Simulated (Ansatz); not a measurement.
Total energies of H$_{8}$InNSi (`[SiH3][NH2+][InH3-]`).

Z-matrix (Å, degrees):
```
Si
N 1 1.770
H 1 1.479 2 106.8
H 1 1.487 2 111.5 3 120.0
H 1 1.479 2 106.8 3 -120.0
In 2 2.434 1 113.7 3 60.2
H 2 1.014 1 113.9 3 -58.1
H 2 1.014 1 113.9 3 178.4
H 6 1.734 2 96.2 1 -59.6
H 6 1.734 2 96.2 1 60.6
H 6 1.735 2 94.8 1 -179.5
```

Total charge 0; spin multiplicity 1. Correlated methods include outer-core shells of In, which these sets cover unevenly. In takes the def2 core potential. All single points use the PBE0-D4/def2-TZVP geometry. Basis def2-TZVPP, the Gaussian-basis code of Ansatz.

RPA on PBE orbitals: Hartree–Fock energy of these orbitals -537.22804 Eh, correlation -1.11898 Eh (frozen core).

```json
{"functional": "LDA (SPW92)", "energy without D4 (Eh)": "-537.20746", "D4 term (kJ/mol)": "–"}
{"functional": "revPBE", "energy without D4 (Eh)": "-539.17948", "D4 term (kJ/mol)": "-59.0"}
{"functional": "BLYP", "energy without D4 (Eh)": "-539.12762", "D4 term (kJ/mol)": "-46.0"}
{"functional": "r2SCAN", "energy without D4 (Eh)": "-539.22399", "D4 term (kJ/mol)": "-5.2"}
{"functional": "PBE0", "energy without D4 (Eh)": "-539.01786", "D4 term (kJ/mol)": "-18.2"}
{"functional": "r2SCANh", "energy without D4 (Eh)": "-539.20631", "D4 term (kJ/mol)": "-5.6"}
{"functional": "r2SCAN0", "energy without D4 (Eh)": "-539.18089", "D4 term (kJ/mol)": "-6.2"}
{"functional": "BHLYP", "energy without D4 (Eh)": "-539.10048", "D4 term (kJ/mol)": "-28.7"}
{"functional": "CAM-B3LYP", "energy without D4 (Eh)": "-539.17501", "D4 term (kJ/mol)": "-18.7"}
{"functional": "LC-ωPBE", "energy without D4 (Eh)": "-539.13283", "D4 term (kJ/mol)": "–"}
{"functional": "ωB97X-V", "energy without D4 (Eh)": "-539.13468", "D4 term (kJ/mol)": "–"}
{"functional": "ωB97M-V", "energy without D4 (Eh)": "-539.09556", "D4 term (kJ/mol)": "–"}
{"functional": "B2PLYP", "energy without D4 (Eh)": "-538.82593", "D4 term (kJ/mol)": "–"}
{"functional": "PBE-QIDH", "energy without D4 (Eh)": "-538.72602", "D4 term (kJ/mol)": "–"}
```

Q: Give the same for PBE, B97M-V, B3LYP, HSE06 (plane-wave form). (Best estimate.)

A: The calculation gave: 
```json
{"functional": "PBE", "energy without D4 (Eh)": "-538.97532", "D4 term (kJ/mol)": "-21.4"}
{"functional": "B97M-V", "energy without D4 (Eh)": "-539.14256", "D4 term (kJ/mol)": "–"}
{"functional": "B3LYP", "energy without D4 (Eh)": "-539.31649", "D4 term (kJ/mol)": "-34.6"}
{"functional": "HSE06 (plane-wave form)", "energy without D4 (Eh)": "-539.00552", "D4 term (kJ/mol)": "-17.2"}
```

B3LYP takes the VWN-RPA correlation (the form of Gaussian; ORCA's B3LYP/G). HSE06 is the plane-wave form, built on full-range PBE exchange. The double hybrids freeze the cores in their second-order part.

LC-ωPBE has ω = 0.4 bohr⁻¹.
